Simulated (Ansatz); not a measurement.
System: sum formula SiNH2Br3, charge 0, multiplicity 1. 
Geometry from a B3LYP-D3(BJ)/def2-TZVP (Ansatz, a first-principles code) optimisation:
```xyz
7

Si     0.4875     0.0510    -0.1132
Br     0.1283    -0.5338     2.0094
Br    -0.3743    -1.5419    -1.3891
Br    -0.5237     1.9948    -0.4400
N      2.1117     0.2340    -0.5397
H      2.6984    -0.5716    -0.6911
H      2.6299     1.0507    -0.2557
```
Charge 0, spin multiplicity 1.

Parts of the frozen-core correlation energy in def2-SVP (Ansatz, hartree). Frozen orbitals: 48; correlated occupied orbitals by spin: 16 and 16; virtual: 74 and 74. Spin-orbit coupling is left out. No relativistic terms.

```csv
term,value
reference (HF),-8060.89767
MP2 opposite-spin,-0.45112
MP2 same-spin,-0.16580
CCSD correlation,-0.65805
(T),-0.01776
T1 diagnostic,0.009
largest doubles amplitude,0.029
```
